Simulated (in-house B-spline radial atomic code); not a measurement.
Inner levels of lutetium as electrons are removed. A shift is the extra binding of the orbital against the neutral atom ([Xe] 4f14 5d3/2(1) 6s2). The density at the nucleus is averaged over the nuclear charge. Computed with a B-spline radial code for spherical atoms: Dirac-Hartree-Fock, jj configuration that fills j = l - 1/2 first, finite nuclei.

A number in brackets counts the electrons of a j subshell.

```tsv
ion	configuration	shift of 1s1/2 (eV)	radius of 1s1/2 (bohr)	Σ<r²> (bohr²)	change of density at nucleus (bohr⁻³)
Lu53+	[Ne] 3s2 3p6	3743.97	0.019318	0.40498	-558.99
Lu54+	[Ne] 3s2 3p1/2(2) 3p3/2(3)	3921.22	0.019315	0.35677	104.77
Lu55+	[Ne] 3s2 3p1/2(2) 3p3/2(2)	4100.38	0.019313	0.30953	778.4
Lu56+	[Ne] 3s2 3p1/2(2) 3p3/2(1)	4281.44	0.019311	0.26323	1461.95
Lu57+	[Ne] 3s2 3p1/2(2)	4464.41	0.019309	0.21785	2155.45
Lu58+	[Ne] 3s2 3p1/2(1)	4664.67	0.019305	0.1777	1944.73
Lu59+	[Ne] 3s2	4867.17	0.019302	0.13838	1719.01
Lu60+	[Ne] 3s1	5051.98	0.019301	0.095387	-14398.3
Lu61+	[He] 2s2 2p6	5238.42	0.019299	0.053102	-30846.8
Lu62+	[He] 2s2 2p1/2(2) 2p3/2(3)	5667.94	0.019289	0.046042	-29062.5
Lu63+	[He] 2s2 2p1/2(2) 2p3/2(2)	6101.98	0.019278	0.039162	-27252.8
Lu64+	[He] 2s2 2p1/2(2) 2p3/2(1)	6540.52	0.019267	0.032459	-25417.6
Lu65+	[He] 2s2 2p1/2(2)	6983.58	0.019256	0.025927	-23556.7
Lu66+	[He] 2s2 2p1/2(1)	7489.68	0.019239	0.020547	-24809
Lu67+	[He] 2s2	8001.72	0.019222	0.015322	-26154.5
Lu68+	[He] 2s1	8428.28	0.019221	0.008103	-90842.3
Lu69+	1s2	8858.14	0.019212	0.001011	-156803
Lu70+	1s1	10204	0.019095	0.00049911	-586622
```
